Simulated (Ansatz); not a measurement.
Computed with Ansatz on PBE0-D4/def2-TZVP structures; ΔE is electronic, products minus reactants. CCSD(T)/CBS is the MP2 limit (def2-TZVPP, def2-QZVPP) plus CCSD(T) − MP2 in def2-TZVPP, frozen cores. This one scheme is used for every species. Functionals use def2-TZVPP. One conformer a species, not always the lowest.

`Cl[SiH2]N[SiH2]Cl` + SiH₄ → `[SiH3][SiH2]N[SiH2]Cl` + HCl  (formal exchange of groups at the Si–Cl bond)

CCSD(T)/CBS gives +112.0 kJ/mol.

(1) Another level gave +136.0 kJ/mol. Which?
A. BLYP/def2-TZVPP
B. PBE0/def2-TZVPP
C. r2SCAN-D4/def2-TZVPP
D. HF/def2-TZVPP

Largest T1 diagnostic among the species: 0.011.

Results:

(1) D. HF/def2-TZVPP 136.0, r2SCAN-D4 110.2, PBE0 105.9, BLYP 115.8 kJ/mol.

From BLYP to BHLYP (50 % exact exchange), in def2-TZVPP and without D4, ΔE moves by +9.0 kJ/mol. Leaving LDA and LC-ωPBE aside and taking each functional with its dispersion term where it has one, the values, not all of them listed here, spread over 23.6 kJ/mol, from PBE-D4 to B2PLYP. LDA lies −5.9 kJ/mol from PBE without D4.

CCSD(T)/CBS has its own doubt, a few kJ/mol and more with outer-core shells, so smaller differences from it don't rank the levels.
